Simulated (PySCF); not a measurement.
# Worked example: entropy of an ideal gas

B(PH2)3 (BH6P3), SMILES PB(P)P.

The structure is a stationary point at PBE-D3(BJ)/def2-SVP. The values are those of a single conformer.

PBE-D3(BJ)/def2-SVP (PySCF) gives the harmonic wavenumbers 158, 163, 180, 225, 227, 274, 376, 499, 564, 623, 673, 684, 694, 914, 921, 1048, 1058, 1075, 2333, 2335, 2341, 2356, 2362, 2362 cm⁻¹ and the rotational temperatures 0.1285, 0.1258, 0.0652 K. The molar mass is 109.78 g/mol, the symmetry number 1, the spin multiplicity 1.

**Question.** Work out the entropy at 298.15 K and 1 atm in the rigid-rotor, harmonic-oscillator model.

**Answer.** 
Translation (Sackur–Tetrode at 1 atm): S = R[1.5 ln M + 2.5 ln T − 1.16487] = 167.3 J/(mol K).
Rotation: q = (√π/σ) T^1.5/√(θA θB θC) = 281000, S = R[ln q + 3/2] = 116.8 J/(mol K).
Vibration: with u = 1.4388 ν/T, each mode gives R[u/(e^u − 1) − ln(1 − e^−u)]:
```
ν (cm⁻¹)  modes     u  S (J/(mol K))
--------  -----  ----  -------------
158           1  0.76          10.77
163           1  0.79          10.52
180           1  0.87           9.74
225           1  1.09           8.03
227           1  1.10           7.96
274           1  1.32           6.57
376           1  1.81           4.42
499           1  2.41           2.76
564           1  2.72           2.16
623           1  3.01           1.72
673           1  3.25           1.42
684           1  3.30           1.36
694           1  3.35           1.31
914           1  4.41           0.55
921           1  4.44           0.54
1048          1  5.06           0.32
1058          1  5.11           0.31
1075          1  5.19           0.29
```
The stiffer modes add less than 0.005 each. Sum 70.8 J/(mol K).
Spin: R ln 1 = 0.0 J/(mol K).
Total 354.9 J/(mol K); the program's own thermochemistry gives 354.9. Translation makes up 47 % and vibration 20 %. Anharmonicity, hindered rotation and orbital degeneracy are left out.
